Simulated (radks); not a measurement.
Question: The mean radii <r> (bohr) of the occupied orbitals of an atom or ion are listed with their occupations. All-electron calculation, scalar-relativistic Kohn-Sham, PBE, spin-polarised, spherical densities, finite nucleus; Fermi nuclear charge, rms radius of each element as measured or else 0.836 A^(1/3) + 0.57 fm. Program: a radial shooting solver on a logarithmic mesh with Libxc functionals.

| orbital | occ. | <r> |
|---|---|---|
| 1s up | 1 | 0.01580 |
| 1s down | 1 | 0.01580 |
| 2s up | 1 | 0.06649 |
| 2s down | 1 | 0.06649 |
| 2p up | 3 | 0.06054 |
| 2p down | 3 | 0.06054 |
| 3s up | 1 | 0.1716 |
| 3s down | 1 | 0.1716 |
| 3p up | 3 | 0.1737 |
| 3p down | 3 | 0.1737 |
| 3d up | 5 | 0.1575 |
| 3d down | 5 | 0.1575 |
| 4s up | 1 | 0.3771 |
| 4s down | 1 | 0.3771 |
| 4p up | 3 | 0.4025 |
| 4p down | 3 | 0.4025 |
| 4d up | 5 | 0.4224 |
| 4d down | 5 | 0.4223 |
| 5s up | 1 | 0.8272 |
| 5s down | 1 | 0.8254 |
| 4f up | 7 | 0.4405 |
| 4f down | 7 | 0.4400 |
| 5p up | 3 | 0.9379 |
| 5p down | 3 | 0.9356 |
| 5d up | 5 | 1.177 |
| 5d down | 3 | 1.173 |
| 6s up | 1 | 1.938 |
| 6s down | 1 | 1.939 |
| 6p up | 1 | 2.372 |
| 5f up | 2 | 3.233 |

Name the element and its charge. Open shells, if any, are filled with parallel spins first.

Answer: Z = 83, bismuth, charge +2: Bi2+ in [Xe] 4f14 5d8 6s2 6p1 5f2. The 1s radius gives Z: for a bare nucleus <r> = (2 gamma + 1)/(2Z) with gamma = sqrt(1 - (Z/c)^2), 0.01561 bohr for Z = 83, and screening makes it slightly larger (0.01580 here). The occupations add up to 81, and the charge is Z minus that.
